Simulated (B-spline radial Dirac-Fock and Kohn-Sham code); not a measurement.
## Dipole and non-dipole photoemission parameters of Hf⁺ 3d5/2

System: the Hf⁺ ion, configuration [Xe] 4f14 5d1 6s2; threshold 1678.4 eV (orbital energy of the model). Level of theory: Dirac-Hartree-Slater photoionisation with a Latter tail; cross sections with all multipoles, angular parameters from the dipole term and its interference with E2; a B-spline atomic structure program.

For linearly polarised light dσ/dΩ = σ/(4π) [1 + β P₂(cos θ) + (δ + γ cos²θ) sin θ cos φ], with θ from the polarisation vector and φ the angle between the beam and the projection of the electron momentum on the plane normal to the polarisation.

```
hν (eV)  σ (kb)      β       γ       δ
   1740     683  0.443  -0.032  -0.001
   2480     276  1.010  -0.159   0.017
 2984.4     166  1.148  -0.013   0.042
   3070     153  1.161   0.015   0.046
   3750    85.2  1.218   0.238   0.068
   4970    35.9  1.219   0.592   0.099
   6000    19.7  1.190   0.836   0.123
   7210       ?      ?       ?       ?
   7990    7.64  1.114   1.209   0.168
```

**Question.** Give the values at 7210 eV.

**Answer.** σ = 10.8 kb, β = 1.145, γ = 1.076, δ = 0.150.

Values without a named source are computed, but for edge energies of neutral atoms, which are taken from tables.
